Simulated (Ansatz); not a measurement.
Molecule: C₃H₉BN (charge 0, doublet). It need not be the lowest isomer of its formula. 
Coordinates optimised at B3LYP-D3(BJ)/def2-TZVP (Ansatz, a program for electronic structure):
SMILES: B(C)(N[CH2])C
```xyz
14

C      1.9582    -0.2380    -0.6014
N      0.9205     0.4803    -0.0597
B     -0.4312     0.0803     0.1429
C     -1.4303     1.1113     0.7924
C     -0.8777    -1.3705    -0.2868
H      2.9316     0.2156    -0.6849
H      1.7790    -1.2457    -0.9341
H      1.1722     1.4157     0.2269
H     -2.2794     1.2971     0.1255
H     -0.9865     2.0792     1.0410
H     -1.8653     0.7003     1.7100
H     -0.7120    -1.5405    -1.3564
H     -0.2964    -2.1394     0.2338
H     -1.9321    -1.5622    -0.0835
```
Charge 0, spin multiplicity 2.

Basis-set convergence of Hartree-Fock and CCSD(T) correlation energies (hartree) with Ansatz. Correlated levels leave the core frozen unless marked. UHF or UKS for open shells. Spin-orbit coupling is left out. No relativistic terms.

```tsv
basis	functions	E(HF)	E(corr, CCSD(T))
cc-pVDZ	115	-198.00696	-0.74918
cc-pVTZ	276	-198.06448	-0.90469
cc-pVQZ	545	-198.07774	-0.95063
```

Extrapolating the two largest sets (X = 3 and 4) as X^-3: E(corr) = (64·(-0.95063) - 27·(-0.90469))/37 = -0.9842 Eh, an estimate of the basis-set limit. The largest set recovers 96.6 % of it, the smallest 76.1 %.
